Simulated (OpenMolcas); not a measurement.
Ir3+ (d6) among equal point charges was computed by CASSCF with the d shell active (OpenMolcas, ANO-RCC-VDZP on the metal). Its lowest spin-free states, and all those of the highest spin:

```csv
2S+1,Degeneracy,E (cm-1)
1,1,0.0
3,2,6289
3,2,14358
3,2,14622
1,2,19985
1,2,22733
5,2,23376
5,1,26981
1,2,28959
3,1,39846
3,2,41176
3,2,42125
5,2,70705
```

Task: Is the site octahedral, tetrahedral or cube-like, axial, or of lower symmetry?

Result: The states with 2S+1 = 5 have orbital degeneracies 2, 1, 2. There are pairs but no triples, so the site is axial: not cubic, but with a proper or improper axis of order three or more. The run had Ir3+ among 3 point charges of -3 e arranged as a planar triangle (D3h), 1.65 Å from the ion. The active orbitals were held to one l.

Without dynamic correlation the repulsion within the d shell is too large (B by tens of per cent), so at a given field states of lower spin stand too high. This is an electrostatic model: the charges have no orbitals. An unlabelled pair can be two single states that coincide in this model. No measured value stands beside these numbers.
